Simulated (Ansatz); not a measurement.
`C[N](C)[AlH][OH]` and `C[N](C)[AlH][SH]` differ in one element.

Ansatz, PBE0-D4/def2-TZVP geometries, multiplicity 1. Each molecule was computed in one conformer, which needn't be the lowest.

```csv
property,`C[N](C)[AlH][OH]`
HOMO energy (ωB97M-V/def2-TZVPP) / eV,-8.69
HOMO energy (PBE0/def2-TZVPP) / eV,-6.39
LUMO energy (B3LYP/def2-TZVPP) / eV,-0.15
HOMO energy (B3LYP/def2-TZVPP) / eV,-6.19
size of the dipole moment (ωB97M-V/def2-TZVPP) / D,2.01
size of the dipole moment (PBE/def2-TZVPP) / D,2.01
```

(1) Give the same properties after the change, and the shifts. (Best estimate.)

## Answers

(1) The calculation gave: 
```tsv
property	`C[N](C)[AlH][SH]`	shift
HOMO energy (ωB97M-V/def2-TZVPP) / eV	-8.80	-0.11
HOMO energy (PBE0/def2-TZVPP) / eV	-6.54	-0.15
LUMO energy (B3LYP/def2-TZVPP) / eV	-0.60	-0.45
HOMO energy (B3LYP/def2-TZVPP) / eV	-6.33	-0.14
size of the dipole moment (ωB97M-V/def2-TZVPP) / D	2.07	0.06
size of the dipole moment (PBE/def2-TZVPP) / D	2.14	0.13
```

With PBE0 the HOMO falls by 0.15 eV and the LUMO falls by 0.48 eV, so the gap narrows by about 0.33 eV. PBE moves the HOMO by -0.17 eV and ωB97M-V by -0.11 eV. Dipoles are sizes alone; their direction can turn.

Positive LUMOs are unbound, so they and the gaps depend on the basis.

B3LYP here is the variant with VWN-RPA as its local correlation; programs differ in this.
